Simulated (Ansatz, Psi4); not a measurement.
System: SOF (charge 0, doublet). SMILES: F[S]=O
Geometry from a B3LYP-D3(BJ)/def2-TZVP (Ansatz, a program for electronic structure) optimisation:
```xyz
3

O     -1.2135    -0.4937     0.0699
S     -0.1129     0.4581    -0.0167
F      1.2793    -0.3756    -0.0325
```
Charge 0, spin multiplicity 2.

wB97X-D/6-31G* beside other levels, property by property. Set-up: non-relativistic; atomisation electronic, to ground-state atoms; no spin-orbit coupling; UHF or UKS for open shells; each state is the SCF solution reached for its charge and spin; dispersion terms only where a functional's name holds one; frozen cores in correlated levels; 6-31G* and kin with 6d, 5d where marked. CBS marks a two-point X^-3 extrapolation of the correlation energy; Hartree-Fock from the larger set. [CCSD(T)-MP2]/basis is that difference in the basis named. Ab initio and DFT rows: single points at B3LYP-D3(BJ) geometries (Ansatz), with unscaled harmonic terms from B3LYP/6-31G* (Ansatz) at its own minima, enthalpies of formation by atomisation with measured atoms. Anions need diffuse functions, which STO-3G, LANL2DZ, def2-SVP, cc-pVDZ and Pople sets without + lack.

Coupled cluster (Ansatz) is a level with limits of its own, used here on species with T1 under 0.025 (0.045 for open shells) and stable references: (a) RI-MP2/CBS(aug-cc-pV(T+d)Z,aug-cc-pV(Q+d)Z)+[CCSD(T)-MP2]/aug-cc-pV(T+d)Z; (b) CCSD(T)/CBS(cc-pV(T+d)Z,cc-pV(Q+d)Z).

| property | wB97X-D/6-31G* (Psi4) | PBE/def2-TZVPD (Ansatz) | PBE0/def2-TZVPD (Ansatz) | wB97M-V/def2-TZVPD (Ansatz) | to compare with |
|---|---|---|---|---|---|
| atomisation energy (kcal/mol) | 195.9 | 234.6 | 211.7 | 214.5 | 211.0 coupled cluster (b) |
| vertical electron affinity to the singlet (eV) | 0.31 | 0.90 | 0.98 | 1.08 | 1.17 coupled cluster (a) |
| enthalpy of formation at 298 K (kcal/mol) | -50.0 | -88.7 | -65.7 | -68.5 | -65.1 coupled cluster (b) |

As the rows show:
- atomisation energy: wB97X-D/6-31G* lies 15.1 kcal/mol below coupled cluster.
- vertical electron affinity to the singlet: wB97X-D/6-31G* lies 0.86 eV below coupled cluster.
- enthalpy of formation at 298 K: wB97X-D/6-31G* lies 15.1 kcal/mol above coupled cluster.

The properties are those with a value to compare with, at most eight drawn at random. No case is left out for the size of its miss. Left out are saddle points of the reference geometry, anions that the best level run finds unbound, excited spin states, species near biochemistry, 298 K rows of species without real B3LYP wavenumbers, cases with under five habitual levels, runs that failed or that the program found above a lower state of the same kind, table entries that another table contradicts, and a share of species set aside by lot.
